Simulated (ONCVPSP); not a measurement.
**Building the ONCV potential for silver (Ag) (PBE, scalar-relativistic).**

Input for ONCVPSP 4.0.1:

```
# ATOM AND REFERENCE CONFIGURATION
# atsym  z   nc   nv     iexc    psfile
  Ag 47.00    7    3        4      upf
#
#   n    l    f
    1    0    2.00
    2    0    2.00
    2    1    6.00
    3    0    2.00
    3    1    6.00
    3    2   10.00
    4    0    2.00
    4    1    6.00
    4    2   10.00
    5    0    1.00
#
# PSEUDOPOTENTIAL AND OPTIMIZATION
# lmax
    2
#
#   l,   rc,      ep,       ncon, nbas, qcut
    0    2.65    0.00    4    8    2.40
    1    1.20    0.00    3    7   13.80
    2    1.45    0.00    4    8    9.50
#
# LOCAL POTENTIAL
# lloc, lpopt,  rc(5),   dvloc0
    4    5    1.05    0.00
#
# VANDERBILT-KLEINMAN-BYLANDER PROJECTORs
# l, nproj, debl
    0    2    3.50
    1    2    2.70
    2    3    0.60
#
# MODEL CORE CHARGE
# icmod, fcfact, rcfact
    2    0.60    0.95
#
# LOG DERIVATIVE ANALYSIS
# epsh1, epsh2, depsh
   -4.00    5.00    0.02
#
# OUTPUT GRID
# rlmax, drl
    6.00    0.01
#
# TEST CONFIGURATIONS
# ncnf
    4
# nvcnf
#   n    l    f
    3
    4    1    6.00
    4    2   10.00
    5    0    0.00
#
    3
    4    1    6.00
    4    2    9.00
    5    0    0.00
#
    3
    4    1    6.00
    4    2    8.00
    5    0    0.00
#
    3
    4    1    6.00
    4    2    9.00
    5    0    2.00
#
```

Command:

```bash
oncvpsp.x < Ag.dat > Ag.out
```

Output (shortened: citation, most of the input echo, consistency checks and plot data are left out):

```
ONCVPSP  (Optimized Norm-Conservinng Vanderbilt PSeudopotential)
scalar-relativistic version 4.0.1

#   n    l    f        energy (Ha)
    1    0    2.00    -9.3087679E+02
    2    0    2.00    -1.3705765E+02
    2    1    6.00    -1.2293436E+02
    3    0    2.00    -2.5126150E+01
    3    1    6.00    -2.0487494E+01
    3    2   10.00    -1.3173800E+01
    4    0    2.00    -3.4930888E+00
    4    1    6.00    -2.1523078E+00
    4    2   10.00    -2.7354493E-01
    5    0    1.00    -1.6188004E-01

Reference configufation results
  iterations    31
  all-electron total energy (Ha)   -5.31603482D+03

Begin loop to  construct optimized pseudo wave functions
and semi-local pseudopoentials for all angular momenta

   Wellstate for l =  0  n =  8
     eigenvalue =   3.3381
     asymptotic potential =   3.8381
     half-point radius =  4.5652

Calculating optimized projector #   1

 for l=   0

    Fraction of norm inside rc  0.396056
    Optimizing pswf for qcut=   2.41 a_B^-1,  ecut=   2.89 Ha
    Residual kinetic energy error=  2.03D-03 Ha

    Energy error per electron        Cutoff
         Ha          eV             Ha
         0.01000     0.27211        1.80
         0.00100     0.02721        4.58
         0.00010     0.00272       21.46
         0.00001     0.00027       26.00

Calculating optimized projector #   2

 for l=   0

    Fraction of norm inside rc  0.171499
    Optimizing pswf for qcut=   2.41 a_B^-1,  ecut=   2.89 Ha
    Residual kinetic energy error=  2.97D-01 Ha

    Energy error per electron        Cutoff
         Ha          eV             Ha
         0.01000     0.27211       19.87
         0.00100     0.02721       32.18
         0.00010     0.00272       36.10
         0.00001     0.00027       49.08

   Wellstate for l =  1  n =  5
     eigenvalue =   0.5477
     asymptotic potential =   1.0477
     half-point radius =  2.7111

Calculating optimized projector #   1

 for l=   1

    Fraction of norm inside rc  0.743680
    Optimizing pswf for qcut=  13.80 a_B^-1,  ecut=  95.20 Ha
    Residual kinetic energy error=  3.51D-08 Ha

    Energy error per electron        Cutoff
         Ha          eV             Ha
         0.01000     0.27211       44.78
         0.00100     0.02721       58.39
         0.00010     0.00272       69.22
         0.00001     0.00027       78.19

Calculating optimized projector #   2

 for l=   1

    Fraction of norm inside rc  0.071866
    Optimizing pswf for qcut=  13.80 a_B^-1,  ecut=  95.20 Ha
    Residual kinetic energy error=  6.53D-09 Ha

    Energy error per electron        Cutoff
         Ha          eV             Ha
         0.01000     0.27211       34.37
         0.00100     0.02721       50.67
         0.00010     0.00272       63.11
         0.00001     0.00027       73.47

   Wellstate for l =  2  n =  5
     eigenvalue =   0.3265
     asymptotic potential =   0.8265
     half-point radius =  6.5537

   Wellstate for l =  2  n =  6
     eigenvalue =   0.9265
     asymptotic potential =   1.4265
     half-point radius =  6.0341

Calculating optimized projector #   1

 for l=   2

    Fraction of norm inside rc  0.614548
    Optimizing pswf for qcut=   9.50 a_B^-1,  ecut=  45.08 Ha
    Residual kinetic energy error=  3.25D-06 Ha

    Energy error per electron        Cutoff
         Ha          eV             Ha
         0.01000     0.27211       25.48
         0.00100     0.02721       32.37
         0.00010     0.00272       38.06
         0.00001     0.00027       42.73

Calculating optimized projector #   2

 for l=   2

    Fraction of norm inside rc  0.054730
    Optimizing pswf for qcut=   9.50 a_B^-1,  ecut=  45.08 Ha
    Residual kinetic energy error=  5.02D-07 Ha

    Energy error per electron        Cutoff
         Ha          eV             Ha
         0.01000     0.27211       18.22
         0.00100     0.02721       26.67
         0.00010     0.00272       33.57
         0.00001     0.00027       39.24

Calculating optimized projector #   3

 for l=   2

    Fraction of norm inside rc  0.054295
    Optimizing pswf for qcut=   9.50 a_B^-1,  ecut=  45.08 Ha
    Residual kinetic energy error=  1.05D-06 Ha

    Energy error per electron        Cutoff
         Ha          eV             Ha
         0.01000     0.27211       19.80
         0.00100     0.02721       28.14
         0.00010     0.00272       35.11
         0.00001     0.00027       40.64

Construct Vanderbilt / Kleinmman-Bylander projectors

B matrix Hermiticity error, ll=   0
   1   2    1.1166E-04

  Orthonormal projector coefficients  1.3403E+01  1.7008E+00

B matrix Hermiticity error, ll=   1
   1   2    4.4939E-04

  Orthonormal projector coefficients  1.3496E+01  8.6771E-01

B matrix Hermiticity error, ll=   2
   1   2    4.5304E-05
   1   3   -1.0017E-04
   2   3    1.6967E-05

  Orthonormal projector coefficients  6.3115E+00  3.4222E+00  5.5024E-01

Model core correction analysis
  based on d2Exc/dn_idn_j

d2excae - all-electron derivatives

   -2.848360D-02   -1.930481D-02   -1.888321D-03
   -1.930493D-02   -1.841674D-02   -7.484028D-03
   -1.888033D-03   -7.482780D-03   -2.889582D-02

d2excps - pseudofunction derivatives with no core correction

   -3.493291D-02   -2.285960D-02   -2.034708D-03
   -2.285990D-02   -2.042895D-02   -7.852674D-03
   -2.034420D-03   -7.851414D-03   -2.871151D-02

rms 2nd derivative error    2.813966E-03

amplitude prefactor, scale prefactor
    7.0808    1.2940

d2excps - pseudofunction derivatives with core correction

   -3.055464D-02   -2.095762D-02   -1.975014D-03
   -2.095781D-02   -1.965930D-02   -7.832304D-03
   -1.974723D-03   -7.831045D-03   -2.871061D-02

rms 2nd derivative error    1.134749E-03

Pseudoatom total energy -111.371162

Diagnostic tests using Vanderbilt-Kleinman-Bylander pseudopotentials
  1 or more projectors used as specified by nproj input data

   l    rcore       rmatch      e in        delta e   norm test  slope test

   0   2.6636434   2.7445174  -0.1618800  -0.0000004   1.0000113   1.0000189
   0   2.6636434   2.7445174   3.3381200   0.0000386   1.0001864   1.0001864

   1   1.2021112   1.2386099  -2.1523078  -0.0000248   1.0001891   1.0002202
   1   1.2021112   1.2386099   0.5476922   0.0000287   1.0004648   1.0004648

   2   1.4557273   1.4999263  -0.2735449   0.0000058   1.0001107   1.0001390
   2   1.4557273   1.4999263   0.3264551   0.0000171   1.0002240   1.0002240
   2   1.4557273   1.4999263   0.9264551   0.0000219   1.0002810   1.0002810

 Testing for bound ghosts
   n   l    E NL Schr. Eq   E Basis Diag.   E Cutoff

       0                       -3.329869     36.77  WARNING - GHOST(-)
   1   0       -0.161880       -0.159447     36.77

   2   1       -2.152333       -2.152120    154.10

   3   2       -0.273539       -0.268384    209.07

 Testing for highly-localized positive-energy ghosts
       l    <radius>/rc     E Basis Diag.   E Cutoff

       0        0.786945        4.249172     36.77  WARNING - GHOST(+)

Test configuration 0

   n   l     f        eae           eps        diff
   1   0  2.0000 -930.87678786
   2   0  2.0000 -137.05765162
   2   1  6.0000 -122.93436299
   3   0  2.0000  -25.12614981
   3   1  6.0000  -20.48749408
   3   2 10.0000  -13.17380009
   4   0  2.0000   -3.49308877
   4   1  6.0000   -2.15230783   -2.15233267   -2.48D-05
   4   2 10.0000   -0.27354493   -0.27353914    5.79D-06
   5   0  1.0000   -0.16188004   -0.16188049   -4.42D-07

    Total energies and differences
      AE_ref= -5.31603482D+03  AE_tst= -5.31603482D+03  dif=  0.00D+00
      PS_ref= -1.11371162D+02  PS_tst= -1.11371162D+02  dif= -1.42D-14
      PSP excitation error=  1.42D-14

Test configuration 1

   n   l     f        eae           eps        diff
   1   0  2.0000 -931.17794105
   2   0  2.0000 -137.35471882
   2   1  6.0000 -123.23165041
   3   0  2.0000  -25.42459222
   3   1  6.0000  -20.78592568
   3   2 10.0000  -13.47187614
   4   0  2.0000   -3.79534359
   4   1  6.0000   -2.45573665   -2.45516629    5.70D-04
   4   2 10.0000   -0.57471253   -0.57491263   -2.00D-04

    Total energies and differences
      AE_ref= -5.31603482D+03  AE_tst= -5.31574974D+03  dif=  2.85D-01
      PS_ref= -1.11371162D+02  PS_tst= -1.11085810D+02  dif=  2.85D-01
      PSP excitation error= -2.73D-04

Test configuration 2

   n   l     f        eae           eps        diff
   1   0  2.0000 -931.71426486
   2   0  2.0000 -137.89520165
   2   1  6.0000 -123.77184656
   3   0  2.0000  -25.96282433
   3   1  6.0000  -21.32416253
   3   2 10.0000  -14.01061277
   4   0  2.0000   -4.32171691
   4   1  6.0000   -2.97584812   -2.97566239    1.86D-04
   4   2  9.0000   -1.06173819   -1.06194498   -2.07D-04

    Total energies and differences
      AE_ref= -5.31603482D+03  AE_tst= -5.31493707D+03  dif=  1.10D+00
      PS_ref= -1.11371162D+02  PS_tst= -1.10272879D+02  dif=  1.10D+00
      PSP excitation error= -5.30D-04

Test configuration 3

   n   l     f        eae           eps        diff
   1   0  2.0000 -932.32996728
   2   0  2.0000 -138.51675968
   2   1  6.0000 -124.39310896
   3   0  2.0000  -26.57836582
   3   1  6.0000  -21.93971211
   3   2 10.0000  -14.62717815
   4   0  2.0000   -4.91358089
   4   1  6.0000   -3.55868593   -3.55926321   -5.77D-04
   4   2  8.0000   -1.60745893   -1.60785424   -3.95D-04

    Total energies and differences
      AE_ref= -5.31603482D+03  AE_tst= -5.31360700D+03  dif=  2.43D+00
      PS_ref= -1.11371162D+02  PS_tst= -1.08942378D+02  dif=  2.43D+00
      PSP excitation error= -9.64D-04

Test configuration 4

   n   l     f        eae           eps        diff
   1   0  2.0000 -931.03489600
   2   0  2.0000 -137.22433211
   2   1  6.0000 -123.10050469
   3   0  2.0000  -25.29019338
   3   1  6.0000  -20.65155560
   3   2 10.0000  -13.33861188
   4   0  2.0000   -3.64545551
   4   1  6.0000   -2.29872524   -2.29964187   -9.17D-04
   4   2  9.0000   -0.39359455   -0.39329499    3.00D-04
   5   0  2.0000   -0.20404348   -0.20372727    3.16D-04

    Total energies and differences
      AE_ref= -5.31603482D+03  AE_tst= -5.31588501D+03  dif=  1.50D-01
      PS_ref= -1.11371162D+02  PS_tst= -1.11221381D+02  dif=  1.50D-01
      PSP excitation error=  3.34D-05
```

Note: ghosts flagged at negative energy: s at -90.6 eV; GHOST(+) flagged for s at 115.6 eV. A true bound ghost makes a file unfit for plane-wave use.

The run took about 4.5 s on one core of a shared server CPU.
